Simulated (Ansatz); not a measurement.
Zr(NH2)2Cl2 (ZrN2Cl2H4). Total charge 0; singlet. Geometry B3LYP-D4/def2-SVP, basis def2-TZVP, Ansatz.

| run | HOMO (eV) | LUMO (eV) |
| --- | --- | --- |
| A | -7.27 | -1.83 |
| B | -7.82 | -1.46 |
| C | -6.76 | -2.14 |
| D | -11.13 | 1.61 |
| E | -6.30 | -2.18 |
| F | -6.45 | -2.30 |

In the def2 sets Zr takes a core potential; there is no spin–orbit coupling.

Q: The runs used BLYP, HF, PBE, PBE0, r2SCAN, r2SCANh. Estimate which is which.

A: A r2SCANh (10 % exact exchange); B PBE0 (25 % exact exchange); C r2SCAN (0 % exact exchange); D HF (100 % exact exchange); E BLYP (0 % exact exchange); F PBE (0 % exact exchange). Exact exchange lowers occupied and raises empty levels; among semilocal functionals meta-GGAs tend to open the gap a little, and such runs are hard to tell apart. The gap grows from 4.12 eV (BLYP) to 12.74 eV (HF).
